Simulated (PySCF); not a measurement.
**C₆ coefficients of unlike pairs at UHF**

Calculated with PySCF 2.14 from the dipole response of each species, C₆(A,B) = (3/π) ∫ α_A(iu) α_B(iu) du, in atomic units, from isotropic polarisabilities. For ions this is the dispersion term alone; charge-induced terms of lower order in 1/R come first.

```
species           configuration                                                                                              basis      relativity  α (bohr³)  C₆ (like pair)
     Te  [Kr] 4d10 5s2 5p4 (3P)  aug-cc-pVQZ-PP with one added diffuse shell each of s, p, d, f, g type with ECP28MDF (8s8p6d4f3g)  core potential      38.19           415.3
     V⁺           [Ar] 3d4 (5D)                                                                        aug-cc-pVTZ-DK (8s7p5d3f2g)   spin-free X2C      11.71           43.05
   Se²⁺  [Ar] 3d10 4s2 4p2 (3P)                                                                          aug-cc-pVTZ-DK (7s6p4d2f)   spin-free X2C      9.567           44.16
    Xe⁺  [Kr] 4d10 5s2 5p5 (2P)                                 def2-TZVPPD with the def2 core potential (28 electrons) (7s6p4d2f)  core potential      17.76           153.8
```

Q: Estimate C₆ for Xe⁺ with Te.

A: The integral gives 245.6. The combination rule 2 C_A C_B / (C_A α_B/α_A + C_B α_A/α_B) gives 243.8 and the geometric mean 252.7.

No spin-orbit coupling is included.

The other pairs:

```json
{"pair": "Se²⁺, V⁺", "C₆": "43.07"}
{"pair": "Xe⁺, V⁺", "C₆": "80.58"}
{"pair": "Xe⁺, Se²⁺", "C₆": "82.31"}
{"pair": "V⁺, Te", "C₆": "131.2"}
{"pair": "Se²⁺, Te", "C₆": "132.0"}
```
